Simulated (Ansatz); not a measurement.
`Cl[SiH2][GeH2][Cl]` → `[Cl][GeH3]` + `[SiH]Cl` at 600 K and 1 bar (silylene formation by 1,1-elimination).

Calculated with Ansatz (gas phase, PBE0-D4/def2-TZVP geometries, no zero-point term in ΔE). CCSD(T)/CBS is the MP2 limit (def2-TZVPP, def2-QZVPP) plus CCSD(T) − MP2 in def2-TZVPP, frozen cores. This one scheme is used for every species. For Ge outer-core shells are correlated without core-valence functions, which leaves a few kJ/mol of doubt a bond. Scalar relativity is left out up to krypton. One conformer a species, not always the lowest.

| species | CCSD(T)/CBS energy (Eh) | H − E (kJ/mol) | S (J/(mol·K)) |
| --- | --- | --- | --- |
| `Cl[SiH2][GeH2][Cl]` | -3287.23796 | 153.6 | 456.5 |
| `[Cl][GeH3]` | -2537.71925 | 96.6 | 309.8 |
| `[SiH]Cl` | -749.43948 | 44.3 | 282.6 |

H − E and S are ideal-gas, rigid-rotor, harmonic terms from PBE0-D4/def2-TZVP, for one conformer and one mirror image of each species. 1 Eh = 2625.50 kJ/mol, R = 8.31446 J/(mol·K).

Q: By hand: ΔE, ΔH, ΔS and ΔG.

A: ΔE = (-2537.71925) + (-749.43948) − (-3287.23796) = 0.07923 Eh = 208.0 kJ/mol. Δ(H − E) = 96.6 + 44.3 − 153.6 = -12.7, so ΔH = 195.3 kJ/mol. ΔS = 309.8 + 282.6 − 456.5 = 135.9 J/(mol·K). ΔG = 195.3 − 600 × (135.9)/1000 = 113.8 kJ/mol.

Q: By hand: the equilibrium constant, and the temperature at which ΔG would vanish if ΔH and ΔS stayed fixed.

A: log₁₀ K = −ΔG/(RT ln 10) = -9.9. ΔG = 0 at ΔH/ΔS = 1437 K.

The number of gas molecules changes by +1, which sets the sign of ΔS. A doubt of 5 kJ/mol in ΔE shifts log₁₀ K by 0.4 here. Other conformers and mirror images would add mixing entropy, several J/(mol·K) or more a flexible species. Modes under 60 cm⁻¹, often nearly free rotors, make the harmonic entropy too high. These are equilibria of isolated gas molecules and say nothing of rates. Largest T1 diagnostic: 0.013 (customary marks: 0.02 for closed shells, 0.045 for open ones).
